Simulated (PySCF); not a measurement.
First SCF of a structure search on triplet CuO(OH), at a hand-made bent (heavy-atom frame) geometry. PySCF input:

```python
from pyscf import gto, scf, dft
mol = gto.M(atom='''
Cu     0.000000     0.000000     0.000000
O      1.408900     0.000000     0.986600
O     -1.433500     0.000000     1.003800
H     -1.939000     0.735400     1.357700''',
    basis={'Cu': 'def2-TZVP', 'O': 'def2-TZVP', 'H': 'def2-TZVP'},
    charge=0, spin=2)
mf = dft.UKS(mol, xc='PBE0')
mf.grids.atom_grid = (50, 194)
aux = {'Cu': 'def2-universal-JKFIT', 'O': 'def2-universal-JKFIT', 'H': 'def2-universal-JKFIT'}
mf = mf.density_fit(auxbasis=aux)
mf.conv_tol = 1e-08
mf.diis_space = 10
mf.max_cycle = 60
mf.init_guess = 'minao'
mf.verbose = 4
mf.kernel()
```

Excerpt of the output (cycles alone):

```
init E= -1790.72302862
cycle= 1 E= -1787.58934382546  delta_E= 3.13  |g|= 3.95  |ddm|= 1.59
cycle= 2 E= -1772.59971958855  delta_E=   15  |g|= 7.97  |ddm|= 5.65
cycle= 3 E= -1789.05518757639  delta_E= -16.5  |g|= 2.62  |ddm|= 5.03
cycle= 4 E= -1782.80760605881  delta_E= 6.25  |g|= 2.81  |ddm|= 3.79
cycle= 5 E= -1790.41298998942  delta_E= -7.61  |g|= 1.02  |ddm|= 3.72
cycle= 6 E= -1790.42204206284  delta_E= -0.00905  |g|= 1.46  |ddm|= 0.962
cycle= 7 E= -1790.96028086371  delta_E= -0.538  |g|= 0.653  |ddm|= 0.393
cycle= 8 E= -1791.09132671568  delta_E= -0.131  |g|= 0.195  |ddm|= 0.378
cycle= 9 E= -1791.09701558433  delta_E= -0.00569  |g|= 0.177  |ddm|= 0.115
cycle= 10 E= -1791.10475995178  delta_E= -0.00774  |g|= 0.139  |ddm|= 0.0734
cycle= 11 E= -1791.11591354504  delta_E= -0.0112  |g|= 0.0633  |ddm|= 0.18
cycle= 12 E= -1791.11682456667  delta_E= -0.000911  |g|= 0.035  |ddm|= 0.0309
cycle= 13 E= -1791.11731076565  delta_E= -0.000486  |g|= 0.0104  |ddm|= 0.0277
... 16 lines left out ...
cycle= 30 E= -1791.12117858386  delta_E= -6.1e-05  |g|= 0.00739  |ddm|= 0.049
cycle= 31 E= -1791.12120992339  delta_E= -3.13e-05  |g|= 0.00111  |ddm|= 0.01
cycle= 32 E= -1791.12121950722  delta_E= -9.58e-06  |g|= 0.00127  |ddm|= 0.0244
cycle= 33 E= -1791.12122028741  delta_E= -7.8e-07  |g|= 0.000782  |ddm|= 0.00371
cycle= 34 E= -1791.12122069726  delta_E= -4.1e-07  |g|= 0.000128  |ddm|= 0.00141
cycle= 35 E= -1791.1212207264  delta_E= -2.91e-08  |g|= 0.000124  |ddm|= 0.000682
cycle= 36 E= -1791.12122074405  delta_E= -1.77e-08  |g|= 6.93e-05  |ddm|= 0.000504
cycle= 37 E= -1791.12122075136  delta_E= -7.3e-09  |g|= 2.17e-05  |ddm|= 0.000366
Extra cycle  E= -1791.12122075102  delta_E= 3.43e-10  |g|= 5.15e-05  |ddm|= 3.79e-05
converged SCF energy = -1791.12122075102  <S^2> = 2.0142466  2S+1 = 3.0094828
```

No lower solution of this spin was found from smeared starts or by a stability analysis within the unrestricted form.

Open d and f shells are described by one determinant, and the ground state may have another occupation or spin.

The search for the lowest solution, 3 starts and the stability check together, took 15 s on 4 threads of a shared Arm Neoverse V2 host, with 113 basis functions; the process peaked at 0.51 GiB. Launch command: `OMP_NUM_THREADS=4 python axn.py task.json out`.
